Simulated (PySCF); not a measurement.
# Structure from NMR data

Molecular formula: C7H9NO. Simulated spectra:

¹H NMR (400 MHz, computed): δ 8.71 (d, 2H), 7.20 (d, 2H), 4.35 (s, 2H), 3.50 (s, 3H).

¹³C{¹H} NMR (computed): δ 155.4 (CH, 2C), 152.6 (C), 124.1 (CH, 2C), 73.7 (CH2), 59.1 (CH3).

- shielding tensors at PBE0/pcSseg-1 (GIAO)
- structure optimised with PBE0-D3(BJ)/def2-SVP
- program: PySCF 2.14.0 with density-fitted response routines
- a single conformation, no relativistic terms, in vacuum, equivalent nuclei averaged

References, each an isolated molecule treated in the same way: TMS for ¹H (σref 31.27) and ¹³C (σref 184.41).

Question: Which candidate is it?
A. N#C[C@@H]1CC[C@H]2O[C@H]2C1
B. COCc1ccncc1
C. COCc1cccnc1
D. COCc1ccccn1

Answer: B. 

- The formula gives 4 degrees of unsaturation (1 ring in the answer).
- 5 carbon signals for 7 carbons: some carbons are equivalent by symmetry or fast rotation.
- Carbon types of the structure: 1 × C, 4 × CH, 1 × CH2, 1 × CH3, which accounts for all hydrogens.
- δC 155.4: aromatic CH next to a ring nitrogen; the adjacent pyridine-type nitrogen withdraws density from it.
- δC 152.6: substituted aromatic carbon.
- δC 124.1: aromatic CH.
- δC 73.7: sp3 CH2 bonded to O, on an aromatic ring; the inductive effect lowers its shielding.
- δH 8.71: hydrogen on an aromatic CH next to a ring nitrogen; ring current plus the neighbouring ring nitrogen.

The others: COCc1ccccn1 would give 7 carbon signals, not 5; COCc1cccnc1 would give 7 carbon signals, not 5; N#C[C@@H]1CC[C@H]2O[C@H]2C1 would give 7 carbon signals, not 5.

Shifts are as computed. Against solution values, carbons near 30 ppm lie about +2 ppm off and those near 130 ppm about +5 ppm. Of 1211 compounds with measured shifts, 218 miss one by over three times the rms of a fit or turn the order of signals round; such compounds aren't used in these exercises. No couplings were computed; multiplicities are counted from neighbouring protons, with m where these are inequivalent, close in shift, in a saturated or five-membered ring or joined by F or P, and br s for small geminal =CH2 splittings.
